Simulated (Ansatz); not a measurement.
A nudged elastic band was laid between two geometries of C4H8SSi (14 atoms, charge 0, multiplicity 1).

Theory: RKS BLYP/STO-3G in Ansatz.

```json
{
 "movable images": "5",
 "climbing image": "yes",
 "spring": "5.0 eV/Å²",
 "optimiser": "quadratic models (default)",
 "start path": "through a guess of the saddle point",
 "force threshold": "0.05 eV/Å",
 "iteration limit": "60",
 "end points": "relaxed"
}
```

Image 0:

```xyz
14
Properties=species:S:1:pos:R:3
C -0.793 -1.251 1.404
Si 0.214 0.163 0.644
C 1.990 -0.398 0.300
C -0.579 0.744 -0.900
C -1.120 1.145 -1.927
S -1.860 1.595 -3.433
H -0.337 -1.593 2.351
H -0.848 -2.119 0.722
H -1.828 -0.930 1.624
H 0.240 1.286 1.577
H 2.016 -1.246 -0.408
H 2.486 -0.723 1.233
H 2.591 0.421 -0.134
H -2.184 2.877 -3.024
```

Image 6:

```xyz
14
Properties=species:S:1:pos:R:3
C -0.776 -1.175 1.478
Si 0.228 0.191 0.634
C 1.990 -0.405 0.274
C -0.590 0.711 -0.918
C -1.145 1.068 -1.954
S -1.905 1.454 -3.468
H -0.303 -1.479 2.431
H -0.854 -2.074 0.839
H -1.803 -0.835 1.705
H 0.285 1.354 1.515
H 2.592 0.392 -0.201
H 1.992 -1.278 -0.404
H 2.502 -0.703 1.209
H -2.225 2.752 -3.110
```

**Question.** Which bonds break or form, and what moves?

**Answer.** No bond is made or broken. The dihedral C4–Si2–C3–H11 goes from -62 to 59°. The two ends are copies of one structure, up to a mirror image or an exchange of like atoms.

**Question.** What energy profile does the band end with?

**Answer.** The run converged. The highest image is number 3 of 0 to 6, 0.046 eV above the ends, which have the same energy within 2 meV. A vibrational analysis at the climbing image gives one clearly imaginary mode, 115i cm⁻¹, and a faint second one (27i cm⁻¹) that may be numerical noise or a soft torsion: probably a first-order saddle point. Limits of this set-up: minimal basis.

```tsv
image	path coordinate (Å)	energy (eV)	dihedral C4–Si2–C3–H11 (°)
0	0.00	0.000	-62
1	0.63	0.012	-41
2	1.25	0.036	-21
3	1.88	0.046	0
4	2.47	0.033	20
5	3.06	0.010	40
6	3.65	0.000	59
```

**Question.** What is the geometry of the highest image?

**Answer.** 
```xyz
14
Properties=species:S:1:pos:R:3
C -0.790 -1.199 1.446
Si 0.226 0.182 0.638
C 2.001 -0.404 0.287
C -0.583 0.725 -0.912
C -1.135 1.085 -1.948
S -1.888 1.506 -3.456
H -0.328 -1.517 2.399
H -0.862 -2.087 0.793
H -1.819 -0.859 1.667
H 0.258 1.330 1.538
H 2.251 -0.313 -0.785
H 2.138 -1.463 0.574
H 2.738 0.194 0.854
H -2.219 2.791 -3.065
```

Time of the run: 2.1 min on 1 CPU thread of a shared host.
